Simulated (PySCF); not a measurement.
GeBrH3.
Z-matrix (Å and degrees, PBE0-D3(BJ)/def2-SVP geometry), rows numbered from 1:
```
Ge
Br  1  2.3125
H   1  1.5344  2  107.42
H   1  1.5345  2  107.46  3  -120.00
H   1  1.5344  2  107.42  3   119.98
```

Theory: PySCF 2.14.0, PBE0-D3(BJ)/def2-SVP geometry optimisation, gas phase.

Take the most abundant isotopes and a rigid rotor. 

Problem. What are A, B and C (MHz)?

Solution. Ia = 6.48, Ib = 215.46, Ic = 215.46 u·Å²; 505379 MHz·u·Å²/I gives A = 77994, B = 2346, C = 2346 MHz.

Problem. Classify the top.

Solution. A prolate symmetric top, as the point group C3v requires two equal moments: κ = (2 × 2346 − 77994 − 2346)/(77994 − 2346) = -1.00.

Problem. Where do the R-branch lines fall?

Solution. The dipole of 1.89 D lies along the symmetry axis, so ΔK = 0 and J+1 ← J falls at 2B(J+1) for every K: 4.69 GHz, 9.38 GHz, 14.07 GHz, 18.76 GHz, 23.46 GHz for J = 0 to 4.

Problem. Estimate the classical rotational partition function at 50 K and 500 K.

Solution. Point group C3v, symmetry number σ = 3; q = (√π/σ)·√((kT/h)³/(ABC)), k/h = 20836.6 MHz/K: 959 at 50 K, 30300 at 500 K.

Whether it is a minimum is left open (no frequencies). No vibrational averaging or centrifugal distortion is included, and the geometry carries the error of its method.
